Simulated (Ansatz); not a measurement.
Geometry optimisation, RKS revPBE/def2-SVP (Ansatz 0.2.0).

The input (input.yaml):

```yaml
crystal:
  periodic: [false, false, false]
  atoms:
    - { symbol: Ga, position_ang: [-1.801915, -0.302143, -1.540368] }
    - { symbol: Cl, position_ang: [0.173495, 0.542872, -2.149166] }
    - { symbol: H, position_ang: [-1.87571, -1.864543, -1.677047] }
    - { symbol: H, position_ang: [-2.884809, 0.799911, -1.262337] }
    - { symbol: H, position_ang: [-0.386545, -0.340632, 1.51442] }
    - { symbol: F, position_ang: [-1.273666, -0.598745, 1.478641] }
    - { symbol: H, position_ang: [1.646122, 0.511302, 0.030581] }
    - { symbol: "N", position_ang: [1.760633, 0.340563, 1.036896] }
    - { symbol: H, position_ang: [2.093663, 1.227267, 1.440675] }
    - { symbol: H, position_ang: [2.548632, -0.315953, 1.127605] }
basis:
  gaussian: { orbitals: def2-SVP }
hamiltonian:
  xc: revpbe
relax:
  f_tol: 0.03
  max_steps: 50
output:
  orbitals: {}
```

Run as:

```bash
$ ansatz run input.yaml --threads 2 --pin off --max-ram 3072MiB --backend cpu --events-out ev --progress --plain --runs-dir out
```

Problem. Where does it end, and by what steps?

Solution. The run converged. After 13 steps the energy has fallen by 1.089 eV; H5 moved furthest, 0.85 Å. Parted: H5–F6 (0.92 → 1.33 Å). Joined: Ga1–F6 (3.08 → 1.96 Å), H5–N8 (2.30 → 1.15 Å).

| step | energy less start (eV) | largest force component (eV/Å) | accepted |
| --- | --- | --- | --- |
| 0 | 0.0000 | 1.666 | yes |
| 1 | -0.1972 | 0.699 | yes |
| 2 | -0.4298 | 0.414 | yes |
| 3 | -0.6790 | 0.483 | yes |
| 4 | -0.8601 | 0.958 | yes |
| 5 | -0.9479 | 0.908 | yes |
| 6 | -1.0311 | 0.531 | yes |
| 7 | -1.0650 | 0.539 | yes |
| 8 | -1.0807 | 0.185 | yes |
| 9 | -1.0855 | 0.111 | yes |
| 10 | -1.0861 | 0.103 | yes |
| 11 | -1.0883 | 0.037 | yes |
| 12 | -1.0884 | 0.034 | yes |
| 13 | -1.0886 | 0.004 | yes |

```xyz
10
Properties=species:S:1:pos:R:3
Ga -1.608 -0.337 -0.989
Cl 0.357 0.524 -1.946
H -1.744 -1.843 -1.451
H -2.682 0.822 -0.974
H 0.284 -0.096 1.049
F -0.986 -0.453 0.863
H 1.383 0.476 -0.110
N 1.369 0.263 0.930
H 1.571 1.113 1.473
H 2.057 -0.468 1.155
```

Time of the run: 21 s on 2 threads of Intel(R) Xeon(R) Platinum 8488C (Sapphire Rapids) (shared host), peak memory 0.17 GiB.
